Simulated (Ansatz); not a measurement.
Ansatz (a quantum-chemistry and plane-wave program) input (CCSD(T)/def2-SVP):

Ansatz 0.2 input:
```yaml
crystal:
  periodic: [false, false, false]
  atoms:
    - {symbol: Ce, position_ang: [-0.05320464, 0.07495996, 0.17766313]}
    - {symbol: F, position_ang: [-1.42133946, -1.20810389, -0.39973548]}
    - {symbol: F, position_ang: [0.08259549, 1.54784235, -1.11214718]}
    - {symbol: F, position_ang: [1.68161829, -0.82281373, 0.36694250]}
basis:
  gaussian:
    orbitals: def2-SVP
total_charge: 1
magnetization: {spin_polarized: false}
correlation: {method: ccsd_t, electrons: outside_noble_gas}
```

Output:

```
Functional definition: HF
integrals: 0.20 GiB planned
1046 factors; integrals over basis functions are off by at most 5.3e-4 eV
mean field: 0.52 GiB planned
mean field evaluation 1: about -20975.1483 eV, gradient 1.2e2 eV
mean field evaluation 2: about -20975.2476 eV, gradient 1.2e2 eV
mean field evaluation 4: about -20995.0977 eV, gradient 2.7e1 eV
mean field evaluation 8: about -20996.1771 eV, gradient 1.2e0 eV
mean field evaluation 16: about -20996.1831 eV, gradient 4.3e-6 eV
mean field -20996.18313300 eV, -771.5954984137 hartree, gradient 4.3e-6 eV, S^2 0.000000; 0 other end points of the search recorded, 0 dependent functions left out
16 core orbitals not correlated, not the lowest: weight in the atoms' cores, before any rotation towards them, 0.733 or more for the frozen orbitals, at most 0.231 for the correlated occupied ones
reference -20996.18313300 eV, -771.5954984137 hartree; 12, 12 occupied and 92, 92 virtual orbitals, 1046 factors
second order -18.43638208 eV of doubles, -0.00000000 eV of singles
coupled cluster: 0.53 GiB planned
cycle   1  -17.31472423 eV  change     1.1e0 eV  update   1.9e-1
cycle   2  -17.99981998 eV  change   -6.9e-1 eV  update   9.1e-2
cycle   3  -18.09354838 eV  change   -9.4e-2 eV  update   3.6e-2
cycle   4  -18.10977224 eV  change   -1.6e-2 eV  update   1.2e-2
cycle   5  -18.09584177 eV  change    1.4e-2 eV  update   3.6e-3
cycle   6  -18.09298583 eV  change    2.9e-3 eV  update   1.7e-3
cycle   7  -18.09423363 eV  change   -1.2e-3 eV  update   6.9e-4
cycle   8  -18.09455324 eV  change   -3.2e-4 eV  update   2.9e-4
cycle   9  -18.09441773 eV  change    1.4e-4 eV  update   9.5e-5
cycle  10  -18.09447352 eV  change   -5.6e-5 eV  update   3.9e-5
cycle  11  -18.09446605 eV  change    7.5e-6 eV  update   1.6e-5
perturbative correction -0.52661698 eV, -0.0193528171 hartree
Total energy: -21014.80421604 eV, -772.2798105934 hartree
```
